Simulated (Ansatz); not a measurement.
Reaction (redistribution): `CB(C)[SiH2]Cl` + `OC1(F)BC1` → `FC1([SiH2]Cl)BC1` + `CB(C)O`

Computed with Ansatz on PBE0-D4/def2-TZVP structures; ΔE is electronic, products minus reactants. CCSD(T)/CBS is the MP2 limit (def2-TZVPP, def2-QZVPP) plus CCSD(T) − MP2 in def2-TZVPP, frozen cores. DFT in def2-TZVPP. B3LYP here is the variant with VWN-RPA as its local correlation; programs differ in this. One conformer a species, not always the lowest.

| level | ΔE (kcal/mol) | difference from CCSD(T)/CBS |
| --- | --- | --- |
| r2SCAN-D4 | -51.6 | 1.4 |
| PBE0-D4 | -49.8 | 3.2 |
| B3LYP-D4 | -51.5 | 1.5 |
| ωB97X-V | -50.5 | 2.5 |
| PBE0 | -49.7 | 3.3 |
| HF/def2-TZVPP | -51.0 | 2.0 |
| MP2/def2-TZVPP | -55.3 | -2.3 |
| SCS-MP2/def2-QZVPP | -54.5 | -1.5 |
| MP2/CBS(def2) | -55.7 | -2.7 |
| CCSD/CBS(def2) | -52.7 | 0.3 |
| CCSD(T)/CBS | -53.0 | 0 |

Largest T1 diagnostic among the species: 0.012.

In def2-TZVPP, CCSD(T) changes the Hartree–Fock value by −1.6 kcal/mol (the triples alone add −0.3 kcal/mol) and MP2 by −4.3 kcal/mol.
